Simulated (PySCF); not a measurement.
## Löwdin shares of the frontier orbitals

Compound: C₆H₈FN.
Numbering: `[H]/[N:8]=[C:7]1\[C@@H:2]([CH3:1])[CH2:3][CH:4]=[C:5]1[F:6]` (hydrogens: H9, H10, H11 on C1; H12 on C2; H13, H14 on C3; H15 on C4; H16 on N8)

Computed with TDDFT B3LYP/def2-SVPD, vertical, gas phase, core orbitals frozen in the response (PySCF). Isolated species at its GFN2-xTB geometry, gas phase.

Kohn–Sham orbitals with the atoms that hold most of them (Löwdin shares over 4%, at most four atoms; ? is withheld):

| orbital | ε (eV) | atoms |
| --- | --- | --- |
| HOMO-3 | -9.74 | C2 20%, C3 18%, C1 17%, C4 10% |
| HOMO-2 | -9.19 | N8 25%, C7 20%, C2 12%, F6 9% |
| HOMO-1 | -7.18 | ? |
| HOMO | -7.10 | C4 26%, C5 21%, N8 19%, F6 9% |
| LUMO | -1.38 | ? |
| LUMO+1 | 0.29 | C1 16%, C3 10%, H12 9%, C2 8% |
| LUMO+2 | 0.82 | H15 13%, H13 12%, C3 12%, C4 12% |

Problem. Which atoms hold the LUMO, and with what shares?

Solution. C4 (bonded to 2 C and H) 25%; N8 (bonded to C and H) 23%; C7 (bonded to 2 C and N) 19%; C5 (bonded to 2 C and F) 13%. By element: carbon 58% or more, nitrogen 23%.

Problem. Give the leading atoms of the HOMO-1.

Solution. N8 (bonded to C and H) 57%; C7 (bonded to 2 C and N) 13%; C2 (bonded to 3 C and H) 9%; H16 (bonded to N) 8%. By element: nitrogen 57%, carbon 22% or more, hydrogen 8% or more.

Problem. How does S1 compare with the orbital gap of 5.72 eV?

Solution. S1 is at 4.47 eV (f = 0.0005), 1.26 eV below the gap, made of HOMO-1→LUMO (98%). Its leading pair isn't HOMO and LUMO; the energies of that pair differ by 5.80 eV. Without the coupling terms of the response equations the lowest excitation would equal the gap.

Problem. Give energy, strength and leading configuration of S1, S2, S3 and S4, and follow the Löwdin shares of the leading atoms from the occupied to the empty orbital.

Solution. 
- S1 (4.47 eV, f 0.0005), HOMO-1→LUMO (98%): N8 57% → 23%, C7 13% → 19%, C4 at most 8% → 25%
- S2 (5.64 eV, f 0.304), HOMO→LUMO (93%): C4 26% → 25%, C5 21% → 13%, N8 19% → 23%
- S3 (6.58 eV, f 0.0093), HOMO→LUMO+1 (95%): C4 26% → at most 9%, C5 21% → at most 9%, C1 at most 9% → 16%, C3 at most 9% → 10%
- S4 (6.62 eV, f 0.0091), HOMO-1→LUMO+1 (92%): N8 57% → at most 9%, C7 13% → at most 9%, C1 at most 8% → 16%, C3 at most 8% → 10%
